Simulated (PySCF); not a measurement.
Ca⁺ (calcium, charge +1) across methods

[Ar] 4s1, 2S determinant. Computed with PySCF 2.14 in dyall-av2z, with no relativity, point nucleus.

```tsv
method	E (hartree)	mean ε 3p α (eV)	mean ε 3p β (eV)	mean ε 4s α (eV)	Σ⟨r²⟩ (bohr²)	⟨S²⟩
TPSS	-677.361	-35.235	-35.099	-9.200	30.46	0.750
r2SCANh	-677.303	-36.571	-36.459	-9.629	30.44	0.750
UHF	-676.56458	-43.108	-42.984	-11.335	31.26	0.750
PBE	-677.120	-34.950	-34.799	-9.298	30.25	0.750
PBE0	-677.166	-37.287	-37.144	-9.910	30.36	0.750
wB97X	-677.341	-39.844	-39.797	-11.405	30.51	0.750
LDA	-675.508	-34.980	-34.849	-9.463	29.98	0.750
B97-3	-677.264	-37.373	-37.287	-9.837	30.32	0.750
r2SCAN	-677.302	-35.752	-35.640	-9.391	30.45	0.750
```
